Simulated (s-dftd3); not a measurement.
C₂H₅S, doublet, at a GFN2-xTB geometry; D3(zero) for pbe0 (s-dftd3).

Here is a job for s-dftd3.
```
$ s-dftd3 mol.xyz --zero pbe0 --json dftd3.json --noedisp --grad

# file mol.xyz
8

C      0.00596101     1.31810472    -0.60732876
S     -0.17114785     0.11511586     0.58372680
C      0.22202030    -1.37363243    -0.38519703
H      0.71061926     1.15790413    -1.39965789
H     -0.22649668     2.31627681    -0.29702164
H      0.13226791    -2.22530445     0.28055238
H     -0.48349098    -1.45937936    -1.20603518
H      1.23757816    -1.29818465    -0.76231178
```

It wrote (shortened):

```
-----------------------------------
 s i m p l e   D F T - D 3  v1.4.0
-----------------------------------

Zero (Chai-Head-Gordon) damping: pbe0-D3(0)
--------------------
  s6         1.0000
  s8         0.9280
  s9         0.0000
 rs6         1.2870
 rs8         1.0000
 alp        14.0000
--------------------

Dispersion energy:      -1.4385651528648E-03 Eh

Gradient norm:           6.0728931904371E-04 Eh/a0
--------------------------------------------------
     #    Z           dE/dx      dE/dy      dE/dz
--------------------------------------------------
     1    6 C    -9.691E-06  4.783E-05  1.947E-05
     2   16 S     1.593E-04 -1.508E-04 -4.501E-04
     3    6 C    -6.327E-06  6.758E-05 -2.189E-06
     4    1 H    -7.721E-05  3.791E-05  1.464E-04
     5    1 H     1.698E-05 -1.076E-04  3.758E-05
     6    1 H    -1.233E-05  1.344E-04 -1.097E-05
     7    1 H     4.376E-05 -1.431E-06  1.493E-04
     8    1 H    -1.145E-04 -2.790E-05  1.106E-04
--------------------------------------------------

Virial:
--------------------------------------------------
      component           x          y          z
--------------------------------------------------
          x      -4.760E-04  1.443E-04  4.448E-04
          y       1.443E-04 -9.697E-04 -1.957E-04
          z       4.448E-04 -1.957E-04 -1.431E-03
--------------------------------------------------

[Info] JSON dump of results written to 'dftd3.json'
```
